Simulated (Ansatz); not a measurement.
Reaction (cleavage of the Si–Si bond): `O[SiH2][SiH2]CCl` + H₂S → `S[SiH2]CCl` + `O[SiH3]`

Program: Ansatz. Geometries: PBE0-D4/def2-TZVP. ΔE: electronic, gas phase. CBS: MP2 limit from def2 TZ/QZ plus the TZ coupled-cluster correction, frozen cores. This one scheme is used for every species. Functionals use def2-TZVPP. Each species was taken in one conformer, which may not be the lowest.

`O[SiH2][SiH2]CCl`:

Cartesian coordinates in Å:
```
O -0.604 0.882 -2.667
Si 0.379 0.669 -1.353
Si -0.690 -0.542 0.358
C 0.226 -0.270 1.990
Cl 1.958 -0.651 1.755
H -0.812 0.110 -3.195
H 1.648 -0.007 -1.739
H 0.686 2.036 -0.861
H -0.712 -2.002 0.066
H -2.099 -0.085 0.535
H 0.165 0.768 2.319
H -0.144 -0.909 2.792
```

H₂S:

Z-matrix (Å, degrees):
```
S
H 1 1.341
H 1 1.341 2 92.3
```

`S[SiH2]CCl`:

Cartesian coordinates in Å:
```
S 1.370 1.872 -0.186
Si -0.100 0.399 -0.681
C -0.071 -1.028 0.542
Cl -1.311 -2.213 0.039
H 0.707 2.327 0.892
H 0.280 -0.098 -2.023
H -1.461 0.985 -0.693
H -0.308 -0.710 1.558
H 0.894 -1.534 0.553
```

`O[SiH3]`:

Z-matrix (Å, degrees):
```
Si
O 1 1.648
H 1 1.489 2 111.7
H 1 1.489 2 111.7 3 120.9
H 1 1.481 2 105.9 3 -119.6
H 2 0.957 1 117.9 3 -60.5
```

| level | ΔE (kJ/mol) | difference from CCSD(T)/CBS |
| --- | --- | --- |
| PBE0-D4 | -61.2 | 7.9 |
| r2SCANh-D4 | -67.8 | 1.3 |
| CAM-B3LYP-D4 | -67.3 | 1.8 |
| PBE-QIDH | -70.7 | -1.6 |
| revPBE | -60.4 | 8.7 |
| BLYP | -66.3 | 2.8 |
| r2SCAN | -67.9 | 1.2 |
| r2SCANh | -68.8 | 0.3 |
| r2SCAN0 | -70.2 | -1.1 |
| BHLYP | -74.3 | -5.2 |
| CAM-B3LYP | -70.2 | -1.1 |
| LC-ωPBE | -65.7 | 3.4 |
| HF/def2-TZVPP | -80.7 | -11.6 |
| MP2/def2-TZVPP | -77.2 | -8.1 |
| HF/def2-QZVPP | -81.1 | -12.0 |
| HF/CBS(def2) | -81.2 | -12.1 |
| CCSD(T)/CBS | -69.1 | 0 |

Largest T1 diagnostic among the species: 0.011.

In def2-TZVPP, CCSD(T) changes the Hartree–Fock value by +13.5 kJ/mol (the triples alone add +0.9 kJ/mol) and MP2 by +3.5 kJ/mol. At CCSD(T), def2-SVP lies +8.1 kJ/mol from the extrapolated value and def2-TZVPP +1.9 kJ/mol. Leaving LDA and LC-ωPBE aside and taking each functional with its dispersion term where it has one, the values, not all of them listed here, spread over 15.4 kJ/mol, from B2PLYP to PBE-D4.
